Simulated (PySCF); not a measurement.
Run record for `C#C[Si@@H](O)O[SiH3]`: OLYP/6-31G, grid level 3, fitting basis def2-qzvpp-jkfit, TDA, 6 singlets.

Method: TDA OLYP/6-31G, vertical, gas phase, core orbitals frozen in the response (PySCF 2.14.0, density-fitted response routines). Geometry: GFN2-xTB. The command runs a driver script over a list of jobs; the input below is this job's line of settings and its coordinates in Å.

Command:
```bash
OMP_NUM_THREADS=1 python probes_run.py task.json out
```

Input:
```
{"job": {"kind": "uv", "xc": "OLYP", "basis": "6-31G", "nstates": 6, "ntriplets": 2, "tda": true, "scf": {"aux": "def2-qzvpp-jkfit"}, "grid": 3}, "charge": 0, "multiplicity": 1}
C      2.236791    -1.280967     1.360800
C      1.545980    -0.382829     0.960488
Si     0.467225     1.000240     0.351315
O      1.276243     2.017856    -0.615079
O     -0.746501     0.317975    -0.488771
Si    -2.033244    -0.624807    -0.746679
H      2.844379    -2.065720     1.711102
H     -0.053926     1.849464     1.405977
H      1.566274     1.763877    -1.487449
H     -3.148171    -0.076322     0.024189
H     -1.704059    -1.981716    -0.312647
H     -2.249792    -0.537738    -2.189272
```

Output:
```
final grid: 153608 points
cycle   1  E = -808.7216743240  dE =  9.419e-01  |g| = 1.173e+00  |ddm| = 3.528e+00
cycle   2  E = -807.5812939834  dE =  1.140e+00  |g| = 2.558e+00  |ddm| = 3.943e+00
cycle   3  E = -808.9745006657  dE = -1.393e+00  |g| = 2.967e-01  |ddm| = 3.265e+00
cycle   4  E = -808.9895957900  dE = -1.510e-02  |g| = 2.271e-01  |ddm| = 5.820e-01
cycle   5  E = -808.9977381501  dE = -8.142e-03  |g| = 1.479e-01  |ddm| = 2.864e-01
cycle   6  E = -809.0032695764  dE = -5.531e-03  |g| = 2.534e-02  |ddm| = 1.309e-01
cycle   7  E = -809.0034139262  dE = -1.443e-04  |g| = 9.602e-03  |ddm| = 3.062e-02
cycle   8  E = -809.0034337861  dE = -1.986e-05  |g| = 1.150e-03  |ddm| = 1.094e-02
cycle   9  E = -809.0034342422  dE = -4.561e-07  |g| = 1.754e-04  |ddm| = 2.204e-03
cycle  10  E = -809.0034342538  dE = -1.158e-08  |g| = 2.595e-05  |ddm| = 3.882e-04
cycle  11  E = -809.0034342540  dE = -2.583e-10  |g| = 7.086e-06  |ddm| = 6.177e-05
converged SCF energy = -809.0034342540

Static polarisability (au): isotropic 60.409, principal 48.763 55.091 77.373

Singlet excitations
state   eV       nm        f      main configurations
  1   6.2905    197.1   0.00114   H->L+1 0.84, H-1->L 0.09
  2   6.3757    194.5   0.01011   H->L 0.63, H-1->L+1 0.27
  3   6.4262    192.9   0.00035   H-1->L 0.81, H->L+1 0.11
  4   6.5099    190.5   0.00131   H-2->L 0.93
  5   6.6060    187.7   0.00875   H-2->L+1 0.91
  6   6.7785    182.9   0.01699   H-3->L 0.79, H-1->L+1 0.12

Triplet excitations (Tamm-Dancoff, eV): 5.2312 5.7825
```

H and L stand for HOMO and LUMO; the number after each pair is its weight.

Task: Give S1 in cm⁻¹ and kJ/mol.

Result: 6.2905 eV × 8065.54 = 50736 cm⁻¹; × 96.485 = 606.9 kJ/mol.

Task: Give the mean polarisability as a volume in Å³, and the ratio of the largest to the smallest principal value.

Result: 60.409 au × 0.148185 = 8.95 Å³; 77.373/48.763 = 1.59.

In short: SCF converged in 11 cycles with 74 basis and 668 fitting functions; HOMO -6.66 eV, LUMO -0.51 eV; lowest singlet 6.29 eV; lowest triplet 5.23 eV (Tamm–Dancoff); mean polarisability 60.4 au.

Hardware: one thread, Arm Neoverse V1 (aarch64), no GPU, shared host with 32 logical CPUs at a one-minute load of 12. Cost: 14 s (with the writing of density and orbital grids), 0.45 GiB resident at most.

The values belong to the conformer `[CH:1]#[C:2][Si@@H:3]([OH:4])[O:5][SiH3:6]`: C2–Si3–O5–Si6 60°, H–O4–Si3–C2 70°.
